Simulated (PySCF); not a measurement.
# Computed data sheet: `C=CC[C@@H]1CCS1`

C6H10S.
Structure used (GFN2-xTB), in Å, numbered top down from 1:
```
atom  x, y, z in Å
C1    -2.6389    0.0959    0.6811
C2    -1.8272   -0.3381   -0.2642
C3    -0.6838    0.4488   -0.8229
C4     0.6301   -0.2732   -0.5684
C5     1.0833   -0.3510    0.8942
C6     2.4838    0.2231    0.6807
S7     2.1295    0.6853   -1.0560
H8    -2.5343    1.0793    1.1099
H9    -3.4502   -0.5036    1.0574
H10   -1.9537   -1.3284   -0.6820
H11   -0.8114    0.5724   -1.9022
H12   -0.6494    1.4405   -0.3680
H13    0.6450   -1.2401   -1.0752
H14    1.0741   -1.3586    1.3099
H15    0.4701    0.2882    1.5291
H16    3.2833   -0.5137    0.7224
H17    2.7426    1.0853    1.2906
```

Structural features include: C=C double bond and sulfide.

**GFN2-xTB geometry**

| Quantity | Value |
| --- | --- |
| Point group of the GFN2-xTB geometry | C1 |
| Rotational constants A, B, C of the GFN2-xTB geometry | 5.119, 1.224, 1.072 GHz |

**wB97X-D/def2-SVPD ground state and vertical TDDFT (core frozen in the response) (PySCF)**

| Item | Value |
| --- | --- |
| Dipole moment | 1.92 D |
| HOMO energy | -8.14 eV |
| LUMO energy | 1.43 eV |
| HOMO–LUMO gap | 9.57 eV |
| Lowest singlet excitation | 4.57 eV (271 nm, f = 0.000) |
| Strongest line among the 8 lowest singlet transitions | S7 at 7.30 eV (170 nm, f = 0.263) |
| Lowest triplet excitation (Tamm–Dancoff) | 4.17 eV |
| Static isotropic polarisability | 89.6 au |
| Electronic spatial extent ⟨r²⟩ about the centre of nuclear charge | 1122 bohr² |

Monoisotopic mass from the formula: 114.0503 u.

The rotational constants make it an asymmetric top with κ = (2B − A − C)/(A − C) = -0.92, nearer the prolate limit (−1). In atomic units the dipole is 0.76 e·bohr (1 au = 2.5417 D). With B = h/(8π²I), that is 505.379 GHz u Å² over I, the principal moments of inertia are 98.7, 412.9 and 471.4 u Å² (most abundant isotopes). The principal polarisabilities are 75.5, 83.7 and 109.7 au; their mean is the isotropic value. No computed singlet falls in the visible range (750 to 380 nm, 1.65 to 3.26 eV); S1 lies 1.31 eV above its blue end. A dipole of 1.92 D is allowed in C1, and pure rotational transitions are dipole-allowed. The polarisability is 13.28 Å³ as a volume (1 au = 0.148185 Å³), or 1.45 au for each of the 62 electrons. The 8 singlets span 4.57 to 7.48 eV, and their oscillator strengths add up to 0.52.

Geometry: GFN2-xTB, one conformer, isolated molecule.
